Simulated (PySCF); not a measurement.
## Deuteron quadrupole couplings in `[H]/P=C(\C)[Si](C)(C)C`

C5H13PSi.
Numbering: `[H]/[P:3]=[C:2](\[CH3:1])[Si:4]([CH3:5])([CH3:6])[CH3:7]` (hydrogens: H8, H9, H10 on C1; H11 on P3; H12, H13, H14 on C5; H15, H16, H17 on C6; H18, H19, H20 on C7)

Geometry (GFN2-xTB, Å), atoms numbered from 1 in this order:
```
atom  x, y, z in Å
C1     2.141   -0.428   -0.888
C2     1.339    0.153    0.230
P3     2.014    0.836    1.612
Si4   -0.559    0.079    0.123
C5    -1.269    1.736    0.739
C6    -1.111   -0.253   -1.672
C7    -1.160   -1.348    1.239
H8     1.925    0.105   -1.815
H9     1.865   -1.471   -1.045
H10    3.213   -0.374   -0.697
H11    3.372    0.633    1.278
H12   -2.347    1.686    0.855
H13   -1.046    2.546    0.051
H14   -0.841    1.996    1.702
H15   -0.750   -1.212   -2.031
H16   -2.194   -0.266   -1.743
H17   -0.749    0.512   -2.352
H18   -0.779   -2.307    0.899
H19   -0.824   -1.205    2.262
H20   -2.243   -1.409    1.250
```

Level: PBE0/pcSseg-1 (PySCF, non-relativistic); Q(2H) = 0.00286 b; rigid geometry, the same for H and D, with no vibrational averaging.

**Question.** Rank these positions by the coupling χzz of a deuteron there, largest first.
A. H11 (P–H hydrogen)
B. H8 (methyl hydrogen)
C. H15 (methyl hydrogen)

**Answer.** C (220 kHz), B (208 kHz), A (122 kHz).

**Question.** Give the electric field gradient Vzz (the principal value of largest size), its asymmetry and the 2H coupling at each hydrogen.

**Answer.** 
```json
{"atom": "H8", "bonded to": "C1", "bond length (Å)": "1.090", "Vzz (au)": "0.3103", "η": "0.03", "χzz (kHz)": "208"}
{"atom": "H9", "bonded to": "C1", "bond length (Å)": "1.091", "Vzz (au)": "0.3103", "η": "0.03", "χzz (kHz)": "209"}
{"atom": "H10", "bonded to": "C1", "bond length (Å)": "1.090", "Vzz (au)": "0.3070", "η": "0.03", "χzz (kHz)": "206"}
{"atom": "H11", "bonded to": "P3", "bond length (Å)": "1.413", "Vzz (au)": "0.1819", "η": "0.04", "χzz (kHz)": "122"}
{"atom": "H12", "bonded to": "C5", "bond length (Å)": "1.085", "Vzz (au)": "0.3282", "η": "0.01", "χzz (kHz)": "221"}
{"atom": "H13", "bonded to": "C5", "bond length (Å)": "1.086", "Vzz (au)": "0.3269", "η": "0.01", "χzz (kHz)": "220"}
{"atom": "H14", "bonded to": "C5", "bond length (Å)": "1.086", "Vzz (au)": "0.3235", "η": "0.01", "χzz (kHz)": "217"}
{"atom": "H15", "bonded to": "C6", "bond length (Å)": "1.085", "Vzz (au)": "0.3277", "η": "0.02", "χzz (kHz)": "220"}
{"atom": "H16", "bonded to": "C6", "bond length (Å)": "1.085", "Vzz (au)": "0.3280", "η": "0.02", "χzz (kHz)": "220"}
{"atom": "H17", "bonded to": "C6", "bond length (Å)": "1.085", "Vzz (au)": "0.3277", "η": "0.02", "χzz (kHz)": "220"}
{"atom": "H18", "bonded to": "C7", "bond length (Å)": "1.086", "Vzz (au)": "0.3270", "η": "0.01", "χzz (kHz)": "220"}
{"atom": "H19", "bonded to": "C7", "bond length (Å)": "1.086", "Vzz (au)": "0.3254", "η": "0.02", "χzz (kHz)": "219"}
{"atom": "H20", "bonded to": "C7", "bond length (Å)": "1.085", "Vzz (au)": "0.3281", "η": "0.01", "χzz (kHz)": "220"}
```

**Question.** Average by the element that carries the hydrogen.

**Answer.** on C: 217 kHz over 12 positions, mean bond length 1.087 Å; on P: 122 kHz over 1 position, mean bond length 1.413 Å.

**Question.** A static deuteron (I = 1) shows a doublet split by (3/2)χ, (3/4)χ(1 + η) and (3/4)χ(1 − η) with the field along z, y and x of the gradient. What are these for H13?

**Answer.** With |χ| = 219.7 kHz and η = 0.013: 330, 167 and 163 kHz, to first order and without motion.

Geometry: GFN2-xTB; no solvent, vibrations or thermal averaging. GFN2-xTB bond lengths can be off by several hundredths of an ångström, more for odd bonds, and the gradients follow them. A larger basis could move these couplings by a tenth or more.

The run behind these numbers computed NMR shieldings as well. The run took about 90 s of CPU time (one thread, shared machine).
